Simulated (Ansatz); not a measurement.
Two structures of SiHF3, closed shell, reached by relaxing down either side of one saddle point (PBE0-D4/def2-TZVP). Energies are electronic, without zero-point energy. Computed with Ansatz 0.2.0 (basis: def2-TZVPP and def2-QZVPP); correlated methods freeze the cores. Extrapolation: Hartree–Fock as exp(−7.88 √X), correlation as X^−2.97. First:

Si1  (0.342, -1.132, -0.001)
F2  (1.518, -0.471, -0.868)
F3  (-0.835, -1.183, -1.090)
H4  (-0.577, 1.477, 1.429)
F5  (-0.449, 1.310, 0.530)
(Å)

Second:

Si1  (-0.003, -0.003, 0.041)
F2  (1.468, -0.301, -0.430)
F3  (-0.962, -1.036, -0.657)
H4  (-0.109, -0.101, 1.495)
F5  (-0.394, 1.440, -0.448)
(Å)

(1) Which bonds change from the first to the second?

(2) Give the saddle point's structure and its height above each. (Judge from chemistry; the value comes from the calculation.)

No T1 diagnostic of these runs exceeds 0.015. The restricted Hartree–Fock reference is unstable towards an unrestricted one at one or more of these structures. The start structure is not quite a true minimum (one mode of 59i cm⁻¹).

Results:

(1) SiF₂ + HF → SiHF₃ ([F][SiH]([F])[F]); bonds formed: Si1–H4, Si1–F5; bonds broken: H4–F5.

(2) Computed: 22.75 kcal/mol above the first and 92.82 kcal/mol above the second (CCSD(T) at an estimated basis limit (MP2 extrapolated from triple and quadruple zeta, plus CCSD(T) − MP2 in triple zeta)).
```
atom    x (Å)    y (Å)    z (Å)
 Si1   0.1385  -0.5035   0.1432
  F2   1.4882  -0.3753  -0.6806
  F3  -0.8972  -1.0943  -0.9032
  H4  -0.3161   0.6725   1.2131
  F5  -0.4134   1.3007   0.2274
```

Losses and insertions of silylenes and their heavier kin drive the gas-phase chemistry of silicon and germanium vapour deposition.

Labels in which every atom is bracketed show which atoms are joined, not bond orders.

For scale, one of the runs: CCSD(T)/def2-TZVPP, 149 basis functions (an equivalent command: `ansatz run in.yaml --threads 2`). Hardware: 2 CPU threads, shared host. Wall time 11 s; peak host memory 1.1 GiB.
